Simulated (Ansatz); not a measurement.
`CC([SiH3])[SiH2]F` + `[OH][GeH3]` → `F[SiH2][O][GeH3]` + `CC[SiH3]`  (ligand exchange at the Si–C bond)

Gas-phase electronic energies from Ansatz, PBE0-D4/def2-TZVP geometries. CCSD(T)/CBS is the MP2 limit (def2-TZVPP, def2-QZVPP) plus CCSD(T) − MP2 in def2-TZVPP, frozen cores. Functionals use def2-TZVPP. B3LYP here is the variant with VWN-RPA as its local correlation; programs differ in this. For Ge outer-core shells are correlated without core-valence functions, which leaves a few kJ/mol of doubt a bond. Scalar relativity is left out up to krypton. Each species was taken in one conformer, which may not be the lowest.

**Question.** Is it downhill or uphill in electronic energy at CCSD(T)/CBS, and by how much? (Estimate.)

**Answer.** Computed: Downhill: ΔE = -1.28 eV.

**Question.** What do these levels give: r2SCAN-D4, PBE0-D4, ωB97M-V, PBE, B3LYP, CCSD/def2-TZVPP, CCSD(T)/def2-TZVPP, HF/def2-QZVPP, MP2/def2-QZVPP, SCS-MP2/def2-QZVPP, HF/CBS(def2), CCSD/CBS(def2)? (An estimate is asked.)

**Answer.** Ansatz gave: r2SCAN-D4 -1.26, PBE0-D4 -1.19, ωB97M-V -1.26, PBE -1.17, B3LYP -1.37, CCSD/def2-TZVPP -1.34, CCSD(T)/def2-TZVPP -1.29, HF/def2-QZVPP -1.59, MP2/def2-QZVPP -1.29, SCS-MP2/def2-QZVPP -1.34, HF/CBS(def2) -1.60, CCSD/CBS(def2) -1.32 eV.

Largest T1 diagnostic among the species: 0.012.

The D4 term adds +0.06 eV with B3LYP and +0.04 eV with PBE0; it sums over pairs of atoms, weighted by their polarisabilities, and B3LYP, whose exchange is more repulsive, gets the larger term. From PBE to PBE0 (25 % exact exchange), in def2-TZVPP and without D4, ΔE moves by −0.06 eV.
